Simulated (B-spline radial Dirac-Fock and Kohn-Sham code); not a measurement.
Kohn-Sham estimates against Dirac-Fock for the levels of B

System: neutral boron in the configuration [He] 2s1 2p2 (not the ground configuration).

The density-functional columns are spherical, spin-unpolarised Dirac-Kohn-Sham results without Breit or QED terms: −ε is minus the orbital energy of the initial state and ΔSCF the difference of two total energies. The reference in the last column comes from Dirac-Fock energy differences between relaxed states, corrected for Breit and QED terms. All numbers are from a radial B-spline solver, in eV; a selection of levels is shown. The Kohn-Sham columns are given as differences from the reference.

```
level  LDA −ε − DF  LDA ΔSCF − DF  Dirac-Fock
   L1         -4.5           +0.2       14.35
 L2,3         -3.1           +1.3        7.27
```

Values without a named source are computed, but for edge energies of neutral atoms, which are taken from tables.
